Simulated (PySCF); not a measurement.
C2H6AlCl, charge +1, quartet, at a GFN2-xTB geometry of the parent state (such geometries of metal compounds can be far from the true shape) (a state made from the parent by changing its charge; the spin is typed, not shown lowest); DF-CAMB3LYP/cc-pVDZ in PySCF.

The PySCF input:
```python
from pyscf import gto, scf, dft

mol = gto.Mole()
mol.atom = '''
    Al    0.19336810   -0.22362314    0.20469739
    C     2.04881583   -0.63261564   -0.39867224
    H     2.55571720   -1.37044326    0.22610362
    H     2.67493413    0.26590339   -0.40733043
    H     2.05971573   -1.01409035   -1.42528396
    C    -0.68671713   -0.95115699    1.83877495
    H    -1.53792036   -1.59181966    1.58505454
    H    -1.09258753   -0.14857686    2.46389001
    H    -0.01687042   -1.54313835    2.46532995
    Cl   -0.90172744    1.04775891   -0.95349682
'''
mol.basis = 'cc-pvdz'
mol.charge = 1
mol.spin = 3
mol.verbose = 5
mol.build()

mf = dft.UKS(mol)
mf.xc = 'camb3lyp'
mf = mf.density_fit(auxbasis='def2-universal-jkfit')
mf.kernel()
mf.analyze()
```

The log (banner, timings and long lists left out):

```
PySCF version 2.14.0

[INPUT] verbose = 5
[INPUT] max_memory = 4000
[INPUT] num. atoms = 10
[INPUT] num. electrons = 47
[INPUT] charge = 1
[INPUT] spin (= nelec alpha-beta = 2S) = 3
[INPUT] symmetry False subgroup None
[INPUT] Mole.unit = angstrom
[INPUT] Symbol           X                Y                Z      unit          X                Y                Z       unit  Magmom
[...]
[INPUT] ---------------- BASIS SET ----------------
[INPUT] l, kappa, [nprim/nctr], expnt,             c_1 c_2 ...
[INPUT] Al
[...]
                                9617              0.00225064 -0.000581791 0.000134208
                                2189              0.0116459 -0.00308113 0.000712442
                                620.5             0.0467377 -0.0123112 0.0028433
                                202.7             0.146299 -0.0419781 0.00976842
                                73.15             0.330283 -0.103371 0.024185
                                28.55             0.415861 -0.196308 0.0474993
                                11.77             0.189253 -0.0830002 0.0203621
                                3.3               0.0115889 0.54104 -0.158788
                                1.173             -0.00128385 0.578796 -0.311694
                                0.1752            0.000425883 0.0288147 0.620147
[...]
                                60.89             0.0306815 -0.00545796
                                19.14             0.129149 -0.0245371
                                6.881             0.320831 -0.0582138
                                2.574             0.453815 -0.0983756
                                0.9572            0.275066 -0.0260064
                                0.2099            0.0190807 0.46402
[...]
[INPUT] Cl
[...]
                                19170             0.00187095 -0.000521836 0.000158298
                                4363              0.00970827 -0.00276513 0.000833639
                                1236              0.0393153 -0.0111537 0.0033988
                                403.6             0.125932 -0.0385919 0.0116738
                                145.7             0.299341 -0.0994848 0.0309622
                                56.81             0.421886 -0.201392 0.0629533
                                23.23             0.237201 -0.130313 0.0460257
                                6.644             0.0191531 0.509443 -0.219312
                                2.575             -0.00334792 0.610725 -0.408773
                                0.5371            0.000929883 0.0421549 0.638465
[...]
                                98.33             0.0398332 -0.0107796
                                31.04             0.164655 -0.0470075
                                11.19             0.387322 -0.11103
                                4.249             0.457072 -0.153275
                                1.624             0.151636 0.0894609
                                0.5322            0.00181615 0.579444
[...]
[INPUT] H
[...]
                                1.962             0.137977
                                0.4446            0.478148
[...]
[INPUT] C
[...]
                                1000              0.005329 -0.001154
                                228               0.027077 -0.005725
                                64.71             0.101718 -0.023312
                                21.06             0.27474 -0.063955
                                7.495             0.448564 -0.149981
                                2.797             0.285074 -0.127262
                                0.5215            0.015204 0.544529
[...]
                                2.002             0.20948
                                0.5456            0.508557
[...]
nuclear repulsion = 190.267162115608
number of shells = 38
number of NR pGTOs = 176
number of NR cGTOs = 94
basis = cc-pvdz
ecp = {}

******** <class 'pyscf.df.df_jk.DFUKS'> ********
method = DFUKS
[...]
converged SCF energy = -781.893138365262  <S^2> = 3.7565912  2S+1 = 4.0032942
Total Energy =                        -781.893138365261620
[...]
spin_pop of  1 C 3s        0.00033
spin_pop of  1 C 2px       0.53430
spin_pop of  1 C 2py       0.03194
spin_pop of  1 C 2pz       0.06152
spin_pop of  1 C 3px       0.00015
spin_pop of  1 C 3py       0.00067
spin_pop of  1 C 3pz       0.00047
spin_pop of  1 C 3dxy      0.00050
spin_pop of  1 C 3dyz      0.00020
spin_pop of  1 C 3dz^2     0.00037
spin_pop of  1 C 3dxz      0.00071
spin_pop of  1 C 3dx2-y2    0.00121
spin_pop of  2 H 1s        0.01588
spin_pop of  2 H 2s        0.00056
spin_pop of  2 H 2px      -0.00018
spin_pop of  2 H 2py       0.00003
spin_pop of  2 H 2pz       0.00013
spin_pop of  3 H 1s        0.02287
spin_pop of  3 H 2s        0.00132
spin_pop of  3 H 2px      -0.00016
spin_pop of  3 H 2py       0.00021
spin_pop of  3 H 2pz      -0.00000
spin_pop of  4 H 1s        0.01921
spin_pop of  4 H 2s        0.00124
spin_pop of  4 H 2px       0.00002
spin_pop of  4 H 2py      -0.00001
spin_pop of  4 H 2pz       0.00000
spin_pop of  5 C 1s       -0.00001
spin_pop of  5 C 2s        0.03727
spin_pop of  5 C 3s        0.00033
spin_pop of  5 C 2px       0.12472
spin_pop of  5 C 2py       0.09045
spin_pop of  5 C 2pz       0.41260
spin_pop of  5 C 3px       0.00032
spin_pop of  5 C 3py       0.00066
spin_pop of  5 C 3pz       0.00030
spin_pop of  5 C 3dxy      0.00046
spin_pop of  5 C 3dyz      0.00055
spin_pop of  5 C 3dz^2     0.00096
spin_pop of  5 C 3dxz      0.00094
spin_pop of  5 C 3dx2-y2    0.00009
spin_pop of  6 H 1s        0.02404
spin_pop of  6 H 2s        0.00135
spin_pop of  6 H 2px      -0.00007
spin_pop of  6 H 2py      -0.00004
spin_pop of  6 H 2pz       0.00015
spin_pop of  7 H 1s        0.01795
spin_pop of  7 H 2s        0.00120
spin_pop of  7 H 2px      -0.00006
spin_pop of  7 H 2py       0.00020
spin_pop of  7 H 2pz      -0.00013
spin_pop of  8 H 1s        0.01594
spin_pop of  8 H 2s        0.00056
spin_pop of  8 H 2px       0.00017
spin_pop of  8 H 2py      -0.00004
spin_pop of  8 H 2pz      -0.00016
spin_pop of  9 Cl 1s       -0.00000
spin_pop of  9 Cl 2s       -0.00000
spin_pop of  9 Cl 3s       -0.00252
spin_pop of  9 Cl 4s        0.00001
spin_pop of  9 Cl 2px       0.00001
spin_pop of  9 Cl 2py       0.00001
spin_pop of  9 Cl 2pz       0.00001
spin_pop of  9 Cl 3px       0.13293
spin_pop of  9 Cl 3py       0.13352
spin_pop of  9 Cl 3pz       0.13264
spin_pop of  9 Cl 4px       0.00091
spin_pop of  9 Cl 4py       0.00195
spin_pop of  9 Cl 4pz       0.00129
spin_pop of  9 Cl 3dxy      0.00029
spin_pop of  9 Cl 3dyz      0.00028
spin_pop of  9 Cl 3dz^2     0.00000
spin_pop of  9 Cl 3dxz      0.00051
spin_pop of  9 Cl 3dx2-y2    0.00021
 ** Mulliken Spin Density (per atom)  **
spin density of  0 Al =      1.13648
spin density of  1 C =      0.66962
spin density of  2 H =      0.01641
spin density of  3 H =      0.02424
spin density of  4 H =      0.02048
spin density of  5 C =      0.66965
spin density of  6 H =      0.02544
spin density of  7 H =      0.01917
spin density of  8 H =      0.01648
spin density of  9 Cl =      0.40204
 ** Mulliken pop alpha/beta on meta-lowdin orthogonal AOs **
 ** Mulliken pop       alpha | beta **
In total            25.00000 | 22.00000
 ** Mulliken atomic charges   ( Nelec_alpha | Nelec_beta ) **
charge of  0Al =      0.45314  (     6.84167      5.70519 )
charge of  1C =     -0.28842  (     3.47902      2.80940 )
charge of  2H =      0.19900  (     0.40871      0.39230 )
charge of  3H =      0.18769  (     0.41827      0.39404 )
charge of  4H =      0.18899  (     0.41574      0.39527 )
charge of  5C =     -0.28839  (     3.47902      2.80937 )
charge of  6H =      0.18709  (     0.41918      0.39373 )
charge of  7H =      0.18970  (     0.41474      0.39557 )
charge of  8H =      0.19896  (     0.40876      0.39228 )
charge of  9Cl =     -0.02775  (     8.71490      8.31286 )

WARN: System has nonzero charge 1; the dipole moment is origin-dependent.
Location of origin: [0. 0. 0.]

Dipole moment(X, Y, Z, Debye):  2.90223, -3.40584,  3.06347
```
